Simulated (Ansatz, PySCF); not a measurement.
C3H5BO2 (SMILES C#CB(O)OC), singlet, geometry from GFN2-xTB, atoms displaced at random by about 0.03 Å a coordinate. Base run: PySCF with R2SCAN/6-31G, gradient.

Here is a job for PySCF.
```python
from pyscf import gto, scf, dft

mol = gto.M(
    atom='''
B    -0.063872   -0.004152    0.254053
C     0.513179    1.394093    0.335775
C     0.875443    2.564029    0.457867
H     1.188244    3.562914    0.613639
O    -0.762346   -0.571371    1.274116
H    -0.854019   -0.050030    2.081217
O     0.123927   -0.619197   -1.000155
C    -0.404466   -1.920386   -1.197094
H    -1.032522   -1.896661   -2.013076
H     0.507546   -2.519909   -1.454481
H    -0.829170   -2.317149   -0.267156
''',
    basis='6-31g',
    charge=0,
    spin=0,
    verbose=3,
)

mf = dft.RKS(mol)
mf.xc = 'r2scan'
mf.kernel()
g = mf.nuc_grad_method()
grad = g.kernel()
```

Programs used: Ansatz (a program for electronic structure), PySCF; a row that names a program was run with it.

The coordinate followed is y of atom 4.

The base run was repeated with changes; each row names its change, and settings that it needs were set with it.

```
change                                                  dE/dx (Eh/bohr)  net force (Eh/bohr)
------------------------------------------------------  ---------------  -------------------
base                                                          -0.006830             0.000417
code = ansatz                                                 -0.006823             0.000000
grids.level = 5; grid_response = on                           -0.006822             0.000000
finite difference step (bohr) = 0.2; conv_tol = 1e-11               [?]                    -
grid_response = on                                            -0.006823             0.000000
finite difference step (bohr) = 1e-4; conv_tol = 1e-11        -0.006824                    -
grids.level = 5; grid_response = off                          -0.006821             0.000099
finite difference step (bohr) = 1e-3; conv_tol = 1e-11        -0.006824                    -
finite difference step (bohr) = 1e-5; conv_tol = 1e-11        -0.006824                    -
conv_tol = 1e-4                                               -0.006756             0.000416
finite difference step (bohr) = 0.01; conv_tol = 1e-11        -0.006842                    -
grids.level = 0; grid_response = on                           -0.007766             0.000000
```

Q: Complete the blanks.

A: 
- finite difference step (bohr) = 0.2; conv_tol = 1e-11, dE/dx (Eh/bohr): -0.013919

The net force is zero for an exact gradient.
